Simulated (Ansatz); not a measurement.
`CC([SiH3])S` → `[CH2]` (triplet) + `[SiH3]CS`  (formal loss of a carbene)

Computed with Ansatz on PBE0-D4/def2-TZVP structures; ΔE is electronic, products minus reactants. CCSD(T)/CBS is the MP2 limit (def2-TZVPP, def2-QZVPP) plus CCSD(T) − MP2 in def2-TZVPP, frozen cores. This one scheme is used for every species. DFT in def2-TZVPP. B3LYP here is the variant with VWN-RPA as its local correlation; programs differ in this. Triplets are unrestricted, without spin–orbit coupling. One conformer a species, not always the lowest.

```json
{"level": "BLYP-D4", "ΔE (kJ/mol)": "429.1", "difference from CCSD(T)/CBS": "-8.2"}
{"level": "r2SCAN-D4", "ΔE (kJ/mol)": "413.3", "difference from CCSD(T)/CBS": "-24.0"}
{"level": "PBE0-D4", "ΔE (kJ/mol)": "433.9", "difference from CCSD(T)/CBS": "-3.4"}
{"level": "B3LYP-D4", "ΔE (kJ/mol)": "428.4", "difference from CCSD(T)/CBS": "-8.9"}
{"level": "r2SCAN0-D4", "ΔE (kJ/mol)": "409.2", "difference from CCSD(T)/CBS": "-28.1"}
{"level": "ωB97X-V", "ΔE (kJ/mol)": "446.0", "difference from CCSD(T)/CBS": "8.7"}
{"level": "PBE-QIDH", "ΔE (kJ/mol)": "432.6", "difference from CCSD(T)/CBS": "-4.7"}
{"level": "r2SCANh", "ΔE (kJ/mol)": "409.1", "difference from CCSD(T)/CBS": "-28.2"}
{"level": "BHLYP", "ΔE (kJ/mol)": "405.9", "difference from CCSD(T)/CBS": "-31.4"}
{"level": "RPA@PBE/def2-TZVPP", "ΔE (kJ/mol)": "419.3", "difference from CCSD(T)/CBS": "-18.0"}
{"level": "HF/def2-SVP", "ΔE (kJ/mol)": "293.2", "difference from CCSD(T)/CBS": "-144.1"}
{"level": "HF/def2-TZVPP", "ΔE (kJ/mol)": "282.9", "difference from CCSD(T)/CBS": "-154.4"}
{"level": "HF/def2-QZVPP", "ΔE (kJ/mol)": "282.7", "difference from CCSD(T)/CBS": "-154.6"}
{"level": "HF/CBS(def2)", "ΔE (kJ/mol)": "282.7", "difference from CCSD(T)/CBS": "-154.6"}
{"level": "MP2/CBS(def2)", "ΔE (kJ/mol)": "452.2", "difference from CCSD(T)/CBS": "14.9"}
{"level": "CCSD/CBS(def2)", "ΔE (kJ/mol)": "424.7", "difference from CCSD(T)/CBS": "-12.6"}
{"level": "CCSD(T)/CBS", "ΔE (kJ/mol)": "437.3", "difference from CCSD(T)/CBS": "0"}
```

Largest T1 diagnostic among the species: 0.011.

In def2-TZVPP, CCSD(T) changes the Hartree–Fock value by +143.0 kJ/mol (the triples alone add +12.5 kJ/mol) and MP2 by +157.9 kJ/mol. At CCSD(T), def2-SVP lies −12.5 kJ/mol from the extrapolated value and def2-TZVPP −11.4 kJ/mol. From PBE to PBE0 (25 % exact exchange), in def2-TZVPP and without D4, ΔE moves by −8.0 kJ/mol.

CCSD(T)/CBS has its own doubt, a few kJ/mol and more with outer-core shells, so smaller differences from it don't rank the levels.
